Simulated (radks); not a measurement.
Spherical quantum dot in the effective-mass picture: electrons in a parabolic well V = omega^2 r^2 / 2 with omega = 1.2, with a point charge +1 (a donor) at the centre, all in effective atomic units (hartree* = m*/eps^2 hartree, bohr* = eps/m* bohr), one dielectric constant everywhere. Method: non-relativistic Kohn-Sham, PBE, spin-polarised, spherical densities; computed with a radial shooting solver with Libxc functionals. Levels are named by radial order and angular momentum (1s, 1p, 1d, 2s, ...), and open shells are averaged over m. Results are scaled to m* = 0.502 and eps = 12.6, for which hartree* = 86.04 meV and bohr* = 1.328 nm. Each electron was tried in the lowest free levels, single moves between levels near the top were tried too, and the lowest total energy was kept; such a search can miss a lower state. At N = 1 the Hartree and exchange-correlation terms need not cancel, so that row can carry a self-interaction error.

N        open shells  2S  mu = E(N) - E(N-1) (meV)  addition energy mu(N+1) - mu(N) (meV)  e(HOMO) (meV)  rms radius (nm)
1   1s(up 1, down 0)   1                    33.403                                  87.60         67.571            1.217
2               none   0                    121.01                                  181.9         151.62            1.316
3   1p(up 1, down 0)   1                    302.92                                  46.07         325.58            1.575
4   1p(up 2, down 0)   2                    349.00                                  47.04         372.53            1.715
5   1p(up 3, down 0)   3                    396.04                                  60.92         419.46            1.814
6   1p(up 3, down 1)   2                    456.96                                  41.78         477.57            1.898
7   1p(up 3, down 2)   1                    498.74                                  42.59         520.02            1.969
8               none   0                    541.33                                  105.3         562.60            2.031
9   2s(up 1, down 0)   1                    646.65                                  44.31         665.83            2.118
10              none   0                    690.97                                  46.43         709.86            2.193
11  1d(up 1, down 0)   1                    737.40                                  35.98         755.40            2.260
12  1d(up 2, down 0)   2                    773.37                                  35.79         791.31            2.320
13  1d(up 3, down 0)   3                    809.16                                  35.51         826.97            2.374
14  1d(up 4, down 0)   4                    844.67                                  35.18         862.32            2.424
15  1d(up 5, down 0)   5                    879.86                                  44.23         897.33            2.470
16  1d(up 5, down 1)   4                    924.08                                  33.33         940.76            2.515
17  1d(up 5, down 2)   3                    957.42                                  33.23         974.06            2.557
18  1d(up 5, down 3)   2                    990.65                                  33.05         1007.2            2.597
19  1d(up 5, down 4)   1                    1023.7                                  32.82         1040.1            2.635
20              none   0                    1056.5                                  95.04         1072.8            2.672
21  1f(up 1, down 0)   1                    1151.6                                  30.20         1166.7            2.716
22  1f(up 2, down 0)   2                    1181.7                                  30.06         1196.8            2.758
23  1f(up 3, down 0)   3                    1211.8                                  29.91         1226.8            2.797
24  1f(up 4, down 0)   4                    1241.7                                  29.73         1256.6            2.835
25  1f(up 5, down 0)   5                    1271.5                                  29.55         1286.3            2.871
26  1f(up 6, down 0)   6                    1301.0                                  29.37         1315.7            2.906
27  1f(up 7, down 0)   7                    1330.4                                  37.26         1345.0            2.939
28  1f(up 7, down 1)   6                    1367.6                                  28.37         1381.8            2.972
29  1f(up 7, down 2)   5                    1396.0                                  28.27         1410.2            3.003
30  1f(up 7, down 3)   4                    1424.3                                  28.16         1438.4            3.033
31  1f(up 7, down 4)   3                    1452.4                                  28.03         1466.5            3.063
32  1f(up 7, down 5)   2                    1480.5                                  27.89         1494.4            3.091
33  1f(up 7, down 6)   1                    1508.4                                  27.75         1522.3            3.119
34              none   0                    1536.1                                  34.59         1549.9            3.146
35  2p(up 1, down 0)   1                    1570.7                                  27.91         1584.6            3.173
36  2p(up 2, down 0)   2                    1598.6                                  27.91         1612.6            3.199
37  2p(up 3, down 0)   3                    1626.5                                  32.98         1640.5            3.225
38  2p(up 3, down 1)   2                    1659.5                                  27.22         1673.1            3.250
39  2p(up 3, down 2)   1                    1686.7                                  27.24         1700.3            3.275
40              none   0                    1714.0                                  64.01         1727.6            3.299
41  1g(up 1, down 0)   1                    1778.0                                  25.46         1790.7            3.326
42  1g(up 2, down 0)   2                    1803.4                                  25.36         1816.1            3.352
43  1g(up 3, down 0)   3                    1828.8                                  25.26         1841.4            3.377
44  1g(up 4, down 0)   4                    1854.1                                      -         1866.7            3.402

All shells are closed at N = 2, 8, 10, 20, 34, 40 (there: 1s2 1p6 1d10 2s2 1f14 2p6); the second difference of the energy has clear peaks (12 % above both neighbours; the first and last values, which can be the largest, are not judged, and half-filled shells can peak too) at N = 2, 5, 8, 15, 20, 27, 34, 37, 40.
